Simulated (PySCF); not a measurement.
# Electron correlation in Zn⁺ (zinc, charge +1)

[Ar] 3d10 4s1, 2S determinant. All numbers are calculated (PySCF 2.14, the spin-free X2C one-electron Hamiltonian (Gaussian nucleus), in Sapporo-DKH3-DZP-2012 (6s4p3d1f, 40 functions)). Frozen: [Ar]; 11 electrons correlated.

MP2 pair energies summed by pair of shells (mhartree):

```csv
pair,energy,share (%)
3d-3d,-386.95,94.4
3d-4s,-23.15,5.6
```

Total MP2 correlation energy: -410.10 mhartree.

Same-spin part -155.18 and opposite-spin part -254.92 mhartree; SCS-MP2 scales them by 1/3 and 6/5 to -357.63 mhartree.

```
  level  correlation energy (mhartree)
   CCSD                        -368.86
    (T)                          -6.97
CCSD(T)                        -375.83
```

Diagnostics: T1 = 0.0085, D1 = 0.0271, largest double amplitude 0.028.

Is a single reference adequate?

Yes: T1 lies below 0.03 and no double amplitude reaches 0.07.
